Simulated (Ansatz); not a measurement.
Stepwise reaction of `BNC` with hydrogen chloride, as a gas-phase model of exchange steps in deposition or etching. ΔE in kJ/mol; ΔG adds harmonic PBE0-D4 terms to CCSD(T)/CBS, at 1 bar.

Program: Ansatz. Geometries: PBE0-D4/def2-TZVP. ΔE: electronic, gas phase. CCSD(T)/CBS is the MP2 limit (def2-TZVPP, def2-QZVPP) plus CCSD(T) − MP2 in def2-TZVPP, frozen cores. This one scheme is used for every species. DFT in def2-TZVPP. B3LYP here is the variant with VWN-RPA as its local correlation; programs differ in this. One conformer a species, not always the lowest.

| step | reaction | PBE-D4 | B3LYP-D4 | ωB97M-V | CCSD(T)/CBS | ΔG(600 K) |
| --- | --- | --- | --- | --- | --- | --- |
| 1 | `BNC` + HCl → `CNBCl` + H₂ | -72.9 | -68.6 | -69.5 | -68.8 | -64.3 |
| 2 | `CNBCl` + HCl → `CNB(Cl)Cl` + H₂ | -60.2 | -55.3 | -56.3 | -55.1 | -50.6 |

(1) By hand: ΔE of the 2 steps together at CCSD(T)/CBS.

## Answers

(1) (-68.8) + (-55.1) = -123.9 kJ/mol, or -62.0 kJ/mol a step.

In ΔE each step is higher than the one before. All are downhill at CCSD(T)/CBS. ΔG lies between -64.3 and -50.6 kJ/mol a step. PBE-D4 differs from CCSD(T)/CBS by -5.1 to -4.1 kJ/mol a step. Isolated molecules leave out the surface, adducts and barriers. Largest T1 diagnostic: 0.012.
